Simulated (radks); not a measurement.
Problem. These are the eigenvalues of the occupied orbitals of an atom or ion with whole-number occupations (eV). Method: Dirac Kohn-Sham, exchange-only PBE, spin-unpolarised, spherical densities, finite nucleus; Fermi nuclear charge, rms radius of each element as measured or else 0.836 A^(1/3) + 0.57 fm; computed with a radial shooting solver on a logarithmic mesh with Libxc functionals.

orbital  eigenvalue
1s1/2     -56428.85
2s1/2     -11685.82
2p1/2     -11274.61
2p3/2     -10463.27
3s1/2     -4387.408
3p1/2     -4226.770
3p3/2     -4028.713
3d3/2     -3787.388

Which element is it, and in what charge state? The configuration may be excited. Open shells, if any, fill j = l - 1/2 first.

Solution. Z = 66, dysprosium, charge +46: Dy46+ in [Ar] 3d2. The list shows which subshells hold electrons but not how many an open one holds; the 1s level, -2073.7 hartree, gives Z - s = 64.4 by -(Z - s)^2/2, which with screening and relativity narrows Z to a few neighbours, and the depths of the outer levels then fix element, charge and occupations together.
